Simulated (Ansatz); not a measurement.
```xyz
9

C    -0.0403   -0.3922   -0.3729
C     0.0459   -0.4407    1.1378
O    -0.0473    0.9122   -0.7930
H    -0.8666   -1.0062   -0.7298
H     0.8754   -0.9214   -0.7564
H    -0.0020   -1.4181    1.5487
H     0.9242    0.0589    1.5194
H    -0.8426    0.0703    1.5351
H    -0.0440    0.9291   -1.7657
```

Basis set: def2-TZVP (spherical functions). Correlated methods keep 3 orbitals frozen. Charge 0, multiplicity 1.

Computed with Ansatz (development build ahead of 0.2.0); each method stands on the lowest determinant of its kind that the runs found. Restricted open shells among the atoms or ions are ROHF, correlated in semicanonical orbitals with singles.

The atomization energy at this shape (free ground-state atoms in the same class of orbitals less the molecule, no zero-point energy) of singlet C2H6O:

| method | atomization energy |
| --- | --- |
| RHF | 601.06 kcal/mol |

Q: What does RHF-MP2 give?

A: 784.61 kcal/mol.
